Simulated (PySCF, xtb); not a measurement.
C2H6FISi, SMILES C[Si](C)(F)I.

GFN2-xTB (xtb) at its own geometry gives an orbital gap of 5.92 eV and a dipole moment of 5.55 D.

Geometry optimised at B3LYP-D3(BJ)/def2-SVP. The def2 effective core potentials stand for the cores of I; spin–orbit coupling is left out.

Q: What does B3LYP/def2-TZVP (PySCF) give? (The exact figures need the calculation; the answer reports its results.)

A: gap 7.05 eV (levels -7.33 and -0.28 eV), dipole 2.53 D.
